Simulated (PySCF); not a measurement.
Ga(Me)(OMe)2, SMILES C[O][Ga]([CH3])[O]C (GFN2-xTB optimised geometry):

```
15

Ga    -0.312     0.220     0.000
C     -1.163     2.061     0.000
H     -0.363     2.795    -0.035
H     -1.754     2.198     0.904
H     -1.811     2.173    -0.868
O     -1.007    -1.398     0.001
C     -2.203    -2.146     0.002
H     -3.090    -1.508     0.024
H     -2.238    -2.765    -0.899
H     -2.216    -2.795     0.882
O      1.443     0.220     0.000
C      2.471    -0.751     0.004
H      2.073    -1.769     0.009
H      3.088    -0.616    -0.889
H      3.090    -0.607     0.894
```

Method: CAM-B3LYP/def2-TZVP (PySCF).

What are the frontier orbital energies and the dipole moment?

HOMO-2 -9.31 eV, HOMO-1 -9.04 eV, HOMO -8.87 eV, LUMO 0.83 eV, LUMO+1 1.02 eV; dipole moment 1.41 D.

On the same geometry PBE/def2-TZVP (PySCF 2.14.0) gives HOMO-2 -6.31 eV, HOMO-1 -6.14 eV, HOMO -5.90 eV, LUMO -0.98 eV, LUMO+1 -0.65 eV; dipole moment 1.25 D.

Meta-Löwdin charges at CAM-B3LYP/def2-TZVP: Ga1 0.91, C2 -0.55, H3 0.14, H4 0.13, H5 0.13, O6 -0.60, C7 -0.09, H8 0.09, H9 0.11, H10 0.11, O11 -0.59, C12 -0.10, H13 0.10, H14 0.11, H15 0.11.
